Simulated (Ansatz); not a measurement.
## Energy profile

The step: AlHF₂ ([F][AlH][F]) + H₂O + NH₃ → AlNH₂F₂ ([NH2][Al]([F])[F]) + H₂O + H₂; bonds formed: H2–H7, H5–O8; dative contacts that become bonds: Al1–N6; bonds broken: Al1–H2, H5–N6, H7–O8 (atoms numbered as in the saddle structure below).

Al1  (-0.827, 0.494, -0.861)
H2  (0.877, 0.691, -1.196)
F3  (-1.281, -0.626, -1.990)
F4  (-1.392, 2.044, -0.941)
H5  (0.680, -0.424, 0.936)
N6  (-0.793, -0.241, 0.848)
H7  (1.304, 0.259, -0.455)
O8  (1.718, -0.297, 0.649)
H9  (-1.299, -1.114, 0.937)
H10  (-1.113, 0.367, 1.593)
H11  (2.126, -1.153, 0.481)
(Å)

Electronic energies by CCSD(T) at an estimated basis limit (MP2 extrapolated from triple and quadruple zeta, plus CCSD(T) − MP2 in triple zeta), on PBE0-D4/def2-TZVP structures; AlNH$_{6}$OF$_{2}$, closed shell; no counterpoise correction. Program: Ansatz 0.2.0. Basis: def2-TZVPP and def2-QZVPP. Cores are frozen in the correlated methods. Extrapolation: Hartree–Fock as exp(−7.88 √X), correlation as X^−2.97.

(1) Give the profile in kcal/mol, counted from the separated reactants. (Judge from chemistry; the value comes from the calculation.)

T1 diagnostic: at most 0.013.

Results:

(1) Computed:
| point | kcal/mol |
| --- | --- |
| separated: AlHF$_{2}$ (linked as [F][AlH][F]; Al1, H2, F3, F4; singlet) + NH$_{3}$ (H5, N6, H9, H10; singlet) + H$_{2}$O (H7, O8, H11; singlet) | 0.00 |
| start structure | -44.31 |
| saddle | -13.09 |
| end structure | -24.79 |
| separated: AlNH$_{2}$F$_{2}$ (linked as [NH2][Al]([F])[F]; Al1, F3, F4, N6, H9, H10; singlet) + H$_{2}$ (H2, H7; singlet) + H$_{2}$O (H5, O8, H11; singlet) | -16.74 |
The saddle lies below the separated reactants: the barrier is submerged.

The step is the kind of exchange with an N–H group that builds nitride films in atomic layer and chemical vapour deposition.

For scale, one of the runs: CCSD(T)/def2-TZVPP, 250 basis functions, launched by `ansatz run in.yaml --threads 8 --pin off --events-out ev --progress --plain --max-ram 19148MiB`. Time: 35 s of wall clock on 8 CPU threads of an Intel Xeon 6975P-C; the host was shared. Peak host memory: 6.1 GiB.
